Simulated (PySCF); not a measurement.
Ta(O)(F)3 cation (F3OTa), SMILES [Ta]([F])(=[O])([F])[F] (connectivity only; charge and spin as stated), charge +1, multiplicity 2. Atoms are numbered in the order given.

```xyz
5

Ta     0.0078    -0.0087     0.0000
O      0.2721     1.8667     0.0000
F      1.6815    -0.7587     0.0000
F     -0.9934    -0.4151     1.4805
F     -0.9934    -0.4151    -1.4805
```
Charge +1, spin multiplicity 2.

The structure is a stationary point at PBE-D3(BJ)/def2-SVP. The spin state was assumed, not searched. The isomer is the one that the SMILES or the coordinates give; other isomers of the formula were not compared. The def2 effective core potentials stand for the cores of Ta; spin–orbit coupling is left out.

Method: PBE-D3(BJ)/def2-SVP run with PySCF 2.14.0.

Frequencies are harmonic and unscaled.

Computed normal modes with their intensities:
```csv
mode,ν (cm⁻¹),IR (km/mol),moving atoms (share of kinetic energy)
1,63,19.0,F 92 %
2,142,11.9,"F 71 %, Ta 15 %, O 14 %"
3,169,9.6,"F 66 %, O 20 %, Ta 14 %"
4,180,3.6,"O 57 %, F 35 %, Ta 9 %"
5,190,1.6,"F 70 %, O 28 %"
6,693,26.6,"O 81 %, Ta 11 %"
7,749,16.1,"F 88 %, O 9 %"
8,754,92.2,"F 87 %, Ta 13 %"
9,756,77.5,"F 87 %, Ta 12 %"
```
